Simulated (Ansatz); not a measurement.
Consider the cleavage of the B–Al bond: `[BH2][AlH][O]C` + `CO[SiH2]N` → `BN[SiH2]OC` + `C[O][AlH2]`.

Isolated molecules relaxed with PBE0-D4/def2-TZVP in Ansatz; ΔE leaves out vibrations. CBS: MP2 limit from def2 TZ/QZ plus the TZ coupled-cluster correction, frozen cores. This one scheme is used for every species. DFT in def2-TZVPP. One conformer a species, not always the lowest.

```csv
level,ΔE (kcal/mol)
PBE-D4,-39.4
PBE0-D4,-39.4
PBE0,-39.2
SCS-MP2/def2-TZVPP,-41.6
```

(1) What does CCSD(T)/CBS give? (An estimate is asked.)

Largest T1 diagnostic among the species: 0.012.

Results:

(1) The calculation gave: -39.9 kcal/mol. The listed levels differ from it by 0.5, 0.5, 0.7, -1.7 kcal/mol.
